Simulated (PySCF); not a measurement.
C2H4BrF3Si, SMILES C(Br)C[Si](F)(F)F, GFN2-xTB optimised geometry. Atoms within 1.6 Å of the plane z = 0.6 Å (x, y, z in Å): F1 (-0.31, -1.61, 1.28), Si2 (0.10, -0.76, 0.00), F4 (1.68, -0.76, 0.00), C5 (-0.73, 0.93, 0.00), H8 (-0.11, 1.65, 0.55), H9 (-1.68, 0.88, 0.54).

Method: B3LYP/def2-TZVP (PySCF 2.14.0).

Map of the LUMO amplitude (bohr^(-3/2)) on the plane z = 0.6 Å; orbital energy -0.70 eV, overall sign arbitrary:

```
|-----------------------------|
|---------:::::---------------|
|------:::::::::::------------|
|-----::::::::::::::----------|
|----::::::::::::::::---------|
|----::::::::.....:::---------|
|---:::::::::......:::--------|
|---::::::::::.  ..:::--------|
|---:::::----:.  ..:::--------|
|---:::--=+++=:....:::--------|
|---::--=*##%#+-::::::--------|
|---:---+%%@@@*=-:::::--------|
|------=+#%@@%*=-::::---------|
|------==*####*=-:::----------|
|-------=++***+=--------------|
|-------===+++==--------------|
|--------=======---==---------|
|------------=-----=--:-------|
|---------------------:-------|
|-----------------------------|
|-------------=---------------|
|-------------=---------------|
|-----------------------------|
|-----------------------------|
|-----------------------------|
|-----------------------------|
|-----------------------------|
|-----------------------------|
|-----------------------------|
```
Scale: ten equal steps from -0.042 (start of ' ') to 0.067 (end of '@'), in the order ' .:-=+*#%@'; x runs from -4.00 to 4.00, y from -4.00 (bottom) to 4.00 (top).
